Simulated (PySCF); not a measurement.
## TeO at B3LYP

Computed with B3LYP; PySCF, spin-free X2C with a Gaussian nucleus, basis sets Te x2c-SVPall, O x2c-SVPall.

- state: ³Σ⁻ (triplet), unpaired electrons π ↑↑
- bond length: 186.1 pm
- harmonic wavenumber: 793 cm⁻¹
- force constant: 5.28 mdyn/Å
- rotational constant Be: 0.3417 cm⁻¹
- anharmonicity ωexe: 3.26 cm⁻¹
- vibration–rotation constant αe: 0.00194 cm⁻¹
- well depth De to Te + O: 3.81 eV
- dissociation energy D0: 3.76 eV
- bond order (Mayer): 1.92
- dipole moment (positive dipole means Te(−)O(+)): -2.84 D

These are scalar-relativistic numbers at best; spin–orbit coupling would shift them, the dissociation energy most. The state was picked by a PBE0 search and need not be the measured ground state.
